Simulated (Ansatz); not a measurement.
Consider the hydrogenolysis of the Al–O bond: `C[O][Al]([Cl])[O]C` + H₂ → `C[O][AlH][Cl]` + CH₃OH.

Program: Ansatz. Geometries: PBE0-D4/def2-TZVP. ΔE: electronic, gas phase. CCSD(T)/CBS is the MP2 limit (def2-TZVPP, def2-QZVPP) plus CCSD(T) − MP2 in def2-TZVPP, frozen cores. This one scheme is used for every species. Functionals use def2-TZVPP. Each species was taken in one conformer, which may not be the lowest.

Question: Is it downhill or uphill in electronic energy at CCSD(T)/CBS, and by how much? (Best estimate.)

Answer: The calculation gave: Uphill: ΔE = +1.11 eV.

Question: What do these levels give: PBE-D4, PBE0, MP2/def2-TZVPP, CCSD/def2-TZVPP, HF/def2-QZVPP, HF/CBS(def2)? (An estimate is asked.)

Answer: Computed: PBE-D4 1.03, PBE0 0.97, MP2/def2-TZVPP 1.18, CCSD/def2-TZVPP 1.08, HF/def2-QZVPP 1.00, HF/CBS(def2) 1.00 eV.

Largest T1 diagnostic among the species: 0.011.

The D4 term adds +0.09 eV with B3LYP and +0.05 eV with PBE0; it sums over pairs of atoms, weighted by their polarisabilities, and B3LYP, whose exchange is more repulsive, gets the larger term. In def2-TZVPP, CCSD(T) changes the Hartree–Fock value by +0.11 eV (the triples alone add +0.03 eV) and MP2 by +0.19 eV.

B3LYP here is the variant with VWN-RPA as its local correlation; programs differ in this.
